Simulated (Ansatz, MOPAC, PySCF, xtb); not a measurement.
Pair of molecules: H4SeSi (SMILES [SiH3][SeH]) (first 6 atoms) with HF (SMILES F); geometry from B3LYP-D3(BJ)/def2-TZVP, rigid monomers moved along the line of their centres of mass till Se2···H8 is 2.12 Å.
(charge 0, multiplicity 1):
```xyz
8

Si     0.6140    -1.3546     0.8601
Se    -0.4734     0.6838     0.9874
H      0.0502    -2.1599    -0.2427
H      2.0175    -0.9959     0.5795
H      0.4886    -2.0777     2.1396
H     -1.7522     0.0804     1.3975
F      0.7797     0.6744     3.7692
H      0.3287     0.7839     2.9519
```

Interaction energies are E(AB) − E(A) − E(B) at the monomers' geometry in the complex; basis-set methods are counterpoise corrected.

The state reached by PM3 isn't checked.

The values were computed with Ansatz (Gaussian orbitals); MOPAC for PM3 (differences of heats of formation); PySCF for the dispersion terms; xtb for the GFN methods. Each number belongs to the level named beside it.

Question: One of these levels gives -347.8 meV for the interaction energy. Name it.
A) HF/def2-TZVPPD
B) PBE-D3(BJ)/def2-TZVPPD
C) GFN1-xTB
D) PM3

Answer: C, GFN1-xTB. The others give -169.2 (PM3), -1.7 (HF/def2-TZVPPD), -262.3 (PBE-D3(BJ)/def2-TZVPPD)

Ansatz is a program for electronic structure.
